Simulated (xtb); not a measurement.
xtb input (GFN2-xTB):

```bash
xtb mol.xyz --gfn 2 --sp --chrg 0 --uhf 0
```
mol.xyz:
```
4

Si     1.22940788     0.00116688    -0.03142096
Si    -1.22940788    -0.00116688     0.03142096
O     -0.00184538     1.17239646    -0.02866502
O      0.00184538    -1.17239646     0.02866502
```

Output:

```
           -------------------------------------------------
          |                Calculation Setup                |
           -------------------------------------------------

           -------------------------------------------------
          |                 G F N 2 - x T B                 |
           -------------------------------------------------

        Reference                      10.1021/acs.jctc.8b01176
      * Hamiltonian:
        H0-scaling (s, p, d)           1.850000    2.230000    2.230000
        zeta-weighting                 0.500000
      * Dispersion:
        s8                             2.700000
        a1                             0.520000
        a2                             5.000000
        s9                             5.000000
      * Repulsion:
        kExp                           1.500000    1.000000
        rExp                           1.000000
      * Coulomb:
        alpha                          2.000000
        third order                    shell-resolved
        anisotropic                    true
        a3                             3.000000
        a5                             4.000000
        cn-shift                       1.200000
        cn-exp                         4.000000
        max-rad                        5.000000

          ...................................................
          :                      SETUP                      :
          :.................................................:
          :  # basis functions                  28          :
          :  # atomic orbitals                  26          :
          :  # shells                           10          :
          :  # electrons                        20          :
          :  max. iterations                   250          :
          :  Hamiltonian                  GFN2-xTB          :
          :  restarted?                      false          :
          :  GBSA solvation                  false          :
          :  PC potential                    false          :
          :  electronic temp.          300.0000000     K    :
          :  accuracy                    1.0000000          :
          :  -> integral cutoff          0.2500000E+02      :
          :  -> integral neglect         0.1000000E-07      :
          :  -> SCF convergence          0.1000000E-05 Eh   :
          :  -> wf. convergence          0.1000000E-03 e    :
          :  Broyden damping             0.4000000          :
          :  net charge                          0          :
          :  unpaired electrons                  0          :
          ...................................................

 iter      E             dE          RMSdq      gap      omega  full diag
   1    -11.6373267 -0.116373E+02  0.121E+01    3.36       0.0  T
   2    -11.6773181 -0.399913E-01  0.719E+00    2.96       1.0  T
   3    -11.6812463 -0.392825E-02  0.399E+00    2.70       1.0  T
   4    -11.6808898  0.356513E-03  0.116E+00    2.84       1.0  T
   5    -11.6808012  0.885937E-04  0.122E+00    2.70       1.0  T
   6    -11.6801650  0.636236E-03  0.122E+00    2.93       1.0  T
   7    -11.6822838 -0.211885E-02  0.182E-01    2.79       1.0  T
   8    -11.6823410 -0.571630E-04  0.100E-02    2.81       5.0  T
   9    -11.6823411 -0.875158E-07  0.531E-03    2.81       9.4  T
  10    -11.6823411 -0.477641E-07  0.819E-04    2.81      61.1  T
  11    -11.6823411 -0.106207E-08  0.127E-04    2.81     392.4  T

   *** convergence criteria satisfied after 11 iterations ***

         #    Occupation            Energy/Eh            Energy/eV
      -------------------------------------------------------------
         1        2.0000           -0.7674262             -20.8827
       ...           ...                  ...                  ...
         4        2.0000           -0.5293688             -14.4049
         5        2.0000           -0.4882359             -13.2856
         6        2.0000           -0.4619319             -12.5698
         7        2.0000           -0.4303916             -11.7116
         8        2.0000           -0.4048308             -11.0160
         9        2.0000           -0.3765844             -10.2474
        10        2.0000           -0.3472506              -9.4492 (HOMO)
        11                         -0.2441151              -6.6427 (LUMO)
        12                         -0.2148434              -5.8462
        13                         -0.1948691              -5.3027
        14                         -0.1380537              -3.7566
        15                         -0.1015143              -2.7623
       ...                                ...                  ...
        26                          0.7236976              19.6928
      -------------------------------------------------------------
                  HL-Gap            0.1031355 Eh            2.8065 eV
             Fermi-level           -0.2956829 Eh           -8.0459 eV

 SCC (total)                   0 d,  0 h,  0 min,  0.007 sec
 SCC setup                      ...        0 min,  0.000 sec (  2.029%)
 Dispersion                     ...        0 min,  0.000 sec (  0.622%)
 classical contributions        ...        0 min,  0.000 sec (  0.534%)
 integral evaluation            ...        0 min,  0.001 sec ( 18.422%)
 iterations                     ...        0 min,  0.003 sec ( 50.412%)
 molecular gradient             ...        0 min,  0.002 sec ( 25.307%)
 printout                       ...        0 min,  0.000 sec (  2.392%)

         :::::::::::::::::::::::::::::::::::::::::::::::::::::
         ::                     SUMMARY                     ::
         :::::::::::::::::::::::::::::::::::::::::::::::::::::
         :: total energy             -11.651680372670 Eh    ::
         :: gradient norm              0.019844768324 Eh/a0 ::
         :: HOMO-LUMO gap              2.806460812323 eV    ::
         ::.................................................::
         :: SCC energy               -11.682341100105 Eh    ::
         :: -> isotropic ES            0.074445340973 Eh    ::
         :: -> anisotropic ES         -0.004790828664 Eh    ::
         :: -> anisotropic XC         -0.004584481762 Eh    ::
         :: -> dispersion             -0.003013747650 Eh    ::
         :: repulsion energy           0.030660727435 Eh    ::
         :: add. restraining           0.000000000000 Eh    ::
         :: total charge              -0.000000000000 e     ::
         :::::::::::::::::::::::::::::::::::::::::::::::::::::

           -------------------------------------------------
          |                Property Printout                |
           -------------------------------------------------

    * Orbital Energies and Occupations

         #    Occupation            Energy/Eh            Energy/eV
      -------------------------------------------------------------
         1        2.0000           -0.7674262             -20.8827
         2        2.0000           -0.6316883             -17.1891
         3        2.0000           -0.6311275             -17.1739
         4        2.0000           -0.5293688             -14.4049
         5        2.0000           -0.4882359             -13.2856
         6        2.0000           -0.4619319             -12.5698
         7        2.0000           -0.4303916             -11.7116
         8        2.0000           -0.4048308             -11.0160
         9        2.0000           -0.3765844             -10.2474
        10        2.0000           -0.3472506              -9.4492 (HOMO)
        11                         -0.2441151              -6.6427 (LUMO)
        12                         -0.2148434              -5.8462
        13                         -0.1948691              -5.3027
Note: The following floating-point exceptions are signalling: IEEE_DENORMAL
normal termination of xtb
        14                         -0.1380537              -3.7566
        15                         -0.1015143              -2.7623
        16                         -0.0882317              -2.4009
        17                         -0.0312710              -0.8509
        18                          0.0219777               0.5980
        19                          0.0388996               1.0585
        20                          0.0616933               1.6788
        21                          0.0662554               1.8029
       ...                                ...                  ...
        26                          0.7236976              19.6928
      -------------------------------------------------------------
                  HL-Gap            0.1031355 Eh            2.8065 eV
             Fermi-level           -0.2956829 Eh           -8.0459 eV

     #   Z          covCN         q      C6AA      α(0)
     1  14 Si       2.401     0.530   174.971    28.819
     2  14 Si       2.401     0.530   174.971    28.819
     3   8 O        1.533    -0.530    23.640     6.559
     4   8 O        1.533    -0.530    23.640     6.559

 Mol. C6AA /au·bohr⁶  :       1258.275224
 Mol. C8AA /au·bohr⁸  :      69590.790074
 Mol. α(0) /au        :         70.755594

Wiberg/Mayer (AO) data.
largest (>0.10) Wiberg bond orders for each atom

 ---------------------------------------------------------------------------
     #   Z sym  total        # sym  WBO       # sym  WBO       # sym  WBO
 ---------------------------------------------------------------------------
     1  14 Si   2.263 --     3 O    1.070     4 O    1.070     2 Si   0.122
     2  14 Si   2.263 --     4 O    1.070     3 O    1.070     1 Si   0.122
     3   8 O    2.224 --     1 Si   1.070     2 Si   1.070
     4   8 O    2.224 --     2 Si   1.070     1 Si   1.070
 ---------------------------------------------------------------------------

Topologies differ in total number of bonds
Writing topology from bond orders to xtbtopo.mol

molecular dipole:
                 x           y           z       tot (Debye)
 q only:        0.000       0.000      -0.000
   full:        0.000       0.000      -0.000       0.000
molecular quadrupole (traceless):
                xx          xy          yy          xz          yz          zz
 q only:        8.322       0.020      -8.063      -0.220       0.191      -0.259
  q+dip:        2.100       0.013      -5.431       0.031       0.214       3.331
   full:       -0.195       0.011      -5.246       0.144       0.262       5.441

           -------------------------------------------------
          | TOTAL ENERGY              -11.651680372670 Eh   |
          | GRADIENT NORM               0.019844768324 Eh/α |
          | HOMO-LUMO GAP               2.806460812323 eV   |
           -------------------------------------------------

------------------------------------------------------------------------
------------------------------------------------------------------------
 total:
 SCF:
```
